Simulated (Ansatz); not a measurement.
Species, as SMILES: [Si]Cl (Si-Cl), doublet.
Atoms: Si1, Cl2. Bonds: Si1-Cl2.

Basis-set convergence of the optimised Si1-Cl2 bond length at PBE0 with Ansatz (a program for electronic structure). Cartesian d functions, on some or all atoms, in 6-31G**, 6-311G**; all else is spherical. The program fits the integrals of some runs and decomposes those of others, by size. Open shells are unrestricted. No added dispersion term, no relativity. Reference: the value in pcseg-4, 2.0651 Å. Deviations are taken from unrounded values.

```tsv
basis	functions
STO-3G	18
3-21G	26
6-31G	26
6-31G**	38
cc-pV(D+d)Z	46
def2-SVPD	51
6-311G**	54
cc-pV(T+d)Z	78
def2-TZVPD	89
def2-TZVPPD	99
cc-pV(Q+d)Z	128
def2-QZVPPD	155
cc-pV(5+d)Z	200
```

Which is the smallest set listed that can be trusted to 0.01 Å here, that is, within that of the reference together with its larger relatives (same family, alike in diffuse functions; a set with none to test it counts only in the reference's own line)?

The smallest set listed that lies within 0.01 Å of the reference with all its larger relatives (same family, alike in diffuse functions; a set with none counts only in the reference's own line) is cc-pV(T+d)Z (78 functions, 0.0030 Å off). Value minus reference: STO-3G 0.0560, 3-21G 0.1509, 6-31G 0.1540, 6-31G** 0.0196, cc-pV(D+d)Z 0.0181, def2-SVPD 0.0363, 6-311G** 0.0177, cc-pV(T+d)Z 0.0030, def2-TZVPD 0.0027, def2-TZVPPD 0.0026, cc-pV(Q+d)Z 0.0002, def2-QZVPPD 0.0006, cc-pV(5+d)Z 0.0000 Å.
